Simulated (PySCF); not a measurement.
BH4O3, SMILES B([OH2+])(O)O, charge +1.

Coordinates come from a PBE0-D3(BJ)/def2-SVP optimisation. The isomer is the one that the SMILES or the coordinates give; other isomers of the formula were not compared. Other conformers were not sampled.

Computed with TDA-PBE/def2-SVPD (PySCF 2.14.0).

Vertical excitations. The molecule is in vacuum.

| state | energy (eV) | λ (nm) | f | main pairs |
|---|---|---|---|---|
| S1 | 7.03 | 176 | 0.001 | HOMO→LUMO 100 % |
| S2 | 7.89 | 157 | 0.009 | HOMO−1→LUMO 99 % |
| S3 | 8.49 | 146 | 0.003 | HOMO−2→LUMO 99 % |
| S4 | 8.60 | 144 | 0.064 | HOMO−3→LUMO 98 % |
| S5 | 8.88 | 140 | 0.005 | HOMO→LUMO+2 98 % |
| S6 | 9.20 | 135 | 0.003 | HOMO→LUMO+3 88 % |
| S7 | 9.64 | 129 | 0.014 | HOMO→LUMO+4 36 %, HOMO−1→LUMO+1 32 %, HOMO−1→LUMO+2 14 %, HOMO→LUMO+1 10 % |
| S8 | 9.68 | 128 | 0.004 | HOMO→LUMO+4 53 %, HOMO−1→LUMO+2 33 % |
| S9 | 9.71 | 128 | 0.002 | HOMO−1→LUMO+1 56 %, HOMO−1→LUMO+2 31 %, HOMO→LUMO+4 10 % |
| S10 | 9.98 | 124 | 0.027 | HOMO−1→LUMO+3 65 %, HOMO→LUMO+1 16 % |
| T1 | 6.95 | 178 | 0 | HOMO→LUMO 100 % |
| T2 | 7.75 | 160 | 0 | HOMO−1→LUMO 99 % |
| T3 | 8.12 | 153 | 0 | HOMO→LUMO+1 98 % |
| T4 | 8.28 | 150 | 0 | HOMO−2→LUMO 98 % |
Triplets are in the Tamm–Dancoff approximation.
